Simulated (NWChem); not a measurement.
System: CH₄BF₂N; SMILES CNB(F)F

The following NWChem deck was run.

```
start job
memory heap 200 mb stack 900 mb global 1100 mb
geometry units angstroms noautoz
  B      0.010375    -0.569545     0.000015
  F      0.726694    -1.699485     0.000283
  F     -1.323683    -0.675882     0.000044
  N      0.641704     0.677959    -0.000175
  C     -0.020996     1.972849    -0.000631
  H      1.652535     0.702909    -0.000456
  H      0.237171     2.560255    -0.891271
  H      0.241846     2.563003     0.886757
  H     -1.101624     1.816803     0.002403
end
basis spherical
  * library 6-31g*
end
dft
  xc m06-2x
  iterations 150
  mulliken
end
task dft gradient
```

Output (shortened):

```
             Northwest Computational Chemistry Package (NWChem) 7.3.0
             --------------------------------------------------------

 C1  symmetry detected

                             Geometry "geometry" -> ""
                             -------------------------

 Output coordinates in angstroms (scale by  1.889725989 to convert to a.u.)

  No.       Tag          Charge          X              Y              Z
 ---- ---------------- ---------- -------------- -------------- --------------
    1 B                    5.0000     0.00341182    -0.56959200    -0.00000821
    2 F                    9.0000     0.70960089    -1.70589054    -0.00002284
    3 F                    9.0000    -1.33154349    -0.66399871     0.00001505
    4 N                    7.0000     0.64586787     0.67221828     0.00009266
    5 C                    6.0000    -0.00522975     1.97298093    -0.00004181
    6 H                    1.0000     1.65688152     0.68813085    -0.00019738
    7 H                    1.0000     0.25816682     2.55827000    -0.89054424
    8 H                    1.0000     0.26288884     2.56054791     0.88748430
    9 H                    1.0000    -1.08720953     1.82660091     0.00297072

 Effective nuclear repulsion energy (a.u.)     170.0442308148

                                 NWChem DFT Module
                                 -----------------

 Summary of "ao basis" -> "ao basis" (spherical)
 ------------------------------------------------------------------------------
       Tag                 Description            Shells   Functions and Types
 ---------------- ------------------------------  ------  ---------------------
 B                           6-31g*                  6       14   3s2p1d
 F                           6-31g*                  6       14   3s2p1d
 N                           6-31g*                  6       14   3s2p1d
 C                           6-31g*                  6       14   3s2p1d
 H                           6-31g*                  2        2   2s

            General Information
            -------------------
          SCF calculation type: DFT
          Wavefunction type:  closed shell.
          No. of atoms     :     9
          No. of electrons :    40
           Alpha electrons :    20
            Beta electrons :    20
          Charge           :     0
          Spin multiplicity:     1
          Use of symmetry is: off; symmetry adaption is: off
          Maximum number of iterations: 150
          AO basis - number of functions:    78
                     number of shells:    38
          Convergence on energy requested:  1.00D-06
          Convergence on density requested:  1.00D-05
          Convergence on gradient requested:  5.00D-04

              XC Information
              --------------
                       M06-2X Method XC Functional
                     Hartree-Fock (Exact) Exchange  0.540
                        M06-2X Exchange Functional  1.000
                      M06-2X Correlation Potential  1.000

             Grid Information
             ----------------
          Grid used for XC integration:  medium
          Radial quadrature: Mura-Knowles
          Angular quadrature: Lebedev.
          Tag              B.-S. Rad. Rad. Pts. Rad. Cut. Ang. Pts.
          ---              ---------- --------- --------- ---------
          B                   0.85       49           9.0       434
          F                   0.50       49          11.0       434
          N                   0.65       49           7.0       434
          C                   0.70       49           8.0       434
          H                   0.35       45          10.0       434
          Grid pruning is: on
          Number of quadrature shells:   425
          Spatial weights used:  Erf1

      Superposition of Atomic Density Guess
      -------------------------------------

 Sum of atomic energies:        -317.21767509

      Non-variational initial energy
      ------------------------------

 Total energy =    -319.309556
 1-e energy   =    -774.689902
 2-e energy   =     285.336115
 HOMO         =      -0.307034
 LUMO         =       0.130332

     ---------------------------------------------
      Total Density - Mulliken Population Analysis
     ---------------------------------------------

    Atom       Charge   Shell Charges
 -----------   ------   -------------------------------------------------------
    1 B    5     3.83   2.00  0.47  0.93  0.16  0.13  0.15
    2 F    9     9.49   2.00  0.95  3.45  0.98  2.11  0.01
    3 F    9     9.49   2.00  0.95  3.45  0.98  2.11  0.01
    4 N    7     7.84   2.00  0.79  2.61  0.76  1.66  0.02
    5 C    6     6.41   2.00  0.70  1.94  0.64  1.09  0.05
    6 H    1     0.57   0.41  0.16
    7 H    1     0.79   0.48  0.32
    8 H    1     0.79   0.48  0.32
    9 H    1     0.78   0.47  0.31

[...]

                         DFT ENERGY GRADIENTS

    atom               coordinates                        gradient
                 x          y          z           x          y          z
   1 B       0.006447  -1.076373  -0.000016    0.001146   0.001141  -0.000005
   2 F       1.340951  -3.223666  -0.000043    0.002155  -0.003640   0.000003
   3 F      -2.516252  -1.254776   0.000028   -0.004315  -0.001014  -0.000003
   4 N       1.220513   1.270308   0.000175    0.001024  -0.000696  -0.000001
   5 C      -0.009883   3.728393  -0.000079   -0.000525   0.000316   0.000024
   6 H       3.131052   1.300379  -0.000373    0.000703   0.000217   0.000004
   7 H       0.487865   4.834429  -1.682885    0.000345   0.001579  -0.001340
   8 H       0.496788   4.838734   1.677102    0.000361   0.001579   0.001318
   9 H      -2.054528   3.451775   0.005614   -0.000892   0.000518   0.000002
```

Level: M06-2X/6-31G* (spherical d). Geometry: optimised at B3LYP/6-31G* (spherical d).
